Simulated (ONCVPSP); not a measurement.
P: one change to an ONCV potential, before and after

ONCVPSP 4.0.1 input, shortened (lines: element, Z, core and valence counts, functional; n l f; lmax; l rc ep ncon nbas qcut; lloc lpopt rc5 dvloc0; l nproj debl; icmod fcfact rcfact), PBE, scalar-relativistic:

```
  P 15.00    3    2        4      upf
    1    0    2.00
    2    0    2.00
    2    1    6.00
    3    0    1.50
    3    1    3.50
    1
    0    1.35    0.00    4    8    5.20
    1    1.80    0.00    3    6    4.20
    4    5    1.00    6.00
    0    2    3.90
    1    3    2.70
    3    5.50    1.30
```

Change: core correction Teter function, fcfact 7.9, rcfact 1.3.

Cutoffs: the cutoffs (Ha) at which the residual kinetic energy of the hardest occupied pseudo-wave falls to 1 and 0.1 mHa per electron; they do not see the model core or the augmentation charge, which bear on the density cutoff. Errors are all-electron minus pseudo energies relative to the spin-unpolarised reference configuration.

Task: What does the change do?

Result: The potential gets neither clearly harder nor softer (10 Ha and 34 Ha → 10 Ha and 34 Ha); of the 4 tests that both files solve, the error grows in 3 and shrinks in 0 by more than 15 % and 0.3 meV (median size 1.3 → 1.8 meV); neither file shows a bound ghost. A model core, the more so a compact one, raises the density cutoff, which this test does not measure.

```tsv
quantity	base	changed
cutoff, loose	10 Ha	10 Ha
cutoff, tight	34 Ha	34 Ha
bound ghosts	none	none
GHOST(+) flags under 300 eV	s at 207.1 eV	s at 207.1 eV
error for 3s2 3p3, meV [ΔE -4.25 eV]	+0.4	+0.3
error for 3s2 3p2, meV [ΔE 5.48 eV]	+1.2	+1.9
error for 3s2 3p1, meV [ΔE 24.63 eV]	+9.3	+14
error for 3s1 3p3, meV [ΔE 14.60 eV]	+1.3	+1.8
s: phases at 1.37 bohr within 0.05 rad from the reference energy up to (Ha; the scan ends near 5)	to the end of the scan	to the end of the scan
p: phases at 1.83 bohr within 0.05 rad from the reference energy up to (Ha; the scan ends near 5)	to the end of the scan	to the end of the scan
rms error of d²Exc/dni dnj with the model core, mHa	0.11	0.11
```
